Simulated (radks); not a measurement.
Task: Successive ionisation energies (eV) of one element, from differences of total energies of ions in their ground configurations, starting at charge 66: 7645.0, 7784.3, 8504.1, 8640.3, 19139.6, 19520.1, 19902.3, 20286, 20670, 21053, 23263, 23591, 94668, 95982. All-electron calculation, scalar-relativistic Kohn-Sham, PBE, spin-unpolarised, spherical densities, point nucleus. Program: a radial shooting solver on a logarithmic mesh with Libxc functionals. Which element is it?

Result: Mercury (Z = 80). The first species listed is Hg66+ in [Ne] 3s2 3p2, the last Hg79+ in 1s1.
